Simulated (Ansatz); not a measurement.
Ansatz (a first-principles code) input (PBE/LANL2DZ): The .json file is the Basis Set Exchange's LANL2DZ.

Ansatz 0.2 input:
```yaml
crystal:
  periodic: [false, false, false]
  atoms:
    - {symbol: C, position_ang: [0.14388900, -0.07978100, 1.14411300]}
    - {symbol: Br, position_ang: [0.90124600, 1.39283000, -0.11631500]}
    - {symbol: Br, position_ang: [-0.92591300, -1.37915400, -0.07981900]}
basis:
  gaussian:
    orbitals: LANL2DZ.json
hamiltonian:
  xc: {name: PBE}
total_charge: -1
magnetization: {spin_polarized: true, initial_magnetization: 1}
output: {forces: true}
```

Output:

```
Functional definition: PBE
integrals: 0.01 GiB planned
393 factors; integrals over basis functions are off by at most 6.4e-5 eV
mean field: 0.08 GiB planned
mean field evaluation 1: about -1748.3158 eV, gradient 1.7e1 eV
mean field evaluation 2: about -1741.7967 eV, gradient 2.9e1 eV
mean field evaluation 4: about -1750.5229 eV, gradient 8.8e-1 eV
mean field evaluation 8: about -1750.5258 eV, gradient 3.9e-3 eV
mean field -1750.52579711 eV, -64.3306364949 hartree, gradient 2.2e-5 eV, S^2 0.752301; 0 other end points of the search recorded, 0 dependent functions left out
the calculation of the forces begins
reference -1750.52582115 eV, -64.3306373783 hartree; 11, 10 occupied and 14, 15 virtual orbitals, 393 factors
Total energy: -1750.52582115 eV, -64.3306373783 hartree
Atom 0 at     0.143889    -0.079781     1.144113 Å, force     0.185644    -0.102933     1.476121 eV/Å
Atom 1 at     0.901246     1.392830    -0.116315 Å, force     0.576145     1.066357    -0.751423 eV/Å
Atom 2 at    -0.925913    -1.379154    -0.079819 Å, force    -0.761789    -0.963424    -0.724699 eV/Å
Dipole moment:    -0.052337     0.029019    -0.416148 e Å
```

The dipole moment of an ion depends on the origin.

The geometry given is a B3LYP-D3(BJ)/def2-TZVP minimum.
